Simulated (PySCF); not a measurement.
SMILES [AlH]([CH]=C)[Br] (C₂H₄AlBr) at its PBE0/def2-SVP optimised geometry (Å):

```
8

Al     0.2609    -0.8995     0.0000
H      1.8425    -0.8995     0.0000
Br    -0.8092    -2.8943    -0.0009
C     -0.7450     0.7526     0.0000
C     -0.0850     1.9232    -0.0012
H     -1.8425     0.7905     0.0006
H     -0.5973     2.8943    -0.0016
H      1.0119     1.9749    -0.0020
```

Level of theory: PBE0/def2-TZVP run with PySCF.

Map of the Laplacian of the electron density (e/bohr⁵) on the plane z = 1.5 Å:

```
|00000000000000000000000000000|
|00000000000000000000000000000|
|00000000000000000000000000000|
|00000000000000000000000000000|
|00000000000000000000000000000|
|00000000000011000000000000000|
|00000000000111110000000000000|
|00000000000122221100000000000|
|00000000001123332100000000000|
|00000000001234432100000000000|
|00000000012344432100000000000|
|00000000112344321000000000000|
|00000000112344321000000000000|
|00000000012343321000000000000|
|00000000011233221110000000000|
|00000000001122211111000000000|
|00000000000112211111100000000|
|00000000000111111121100000000|
|00000000001222211111000000000|
|00000000012343221110000000000|
|00000000124565421000000000000|
|00000000135887531000000000000|
|00000000136998531000000000000|
|00000000136887421000000000000|
|00000000124565310000000000000|
|00000000012332110000000000000|
|00000000001111000000000000000|
|00000000000000000000000000000|
|00000000000000000000000000000|
```
Scale: ten equal steps from 0.000 (start of '0') to 0.035 (end of '9'), in the order '0123456789'; x runs from -5.00 to 5.00, y from -5.00 (bottom) to 5.00 (top).
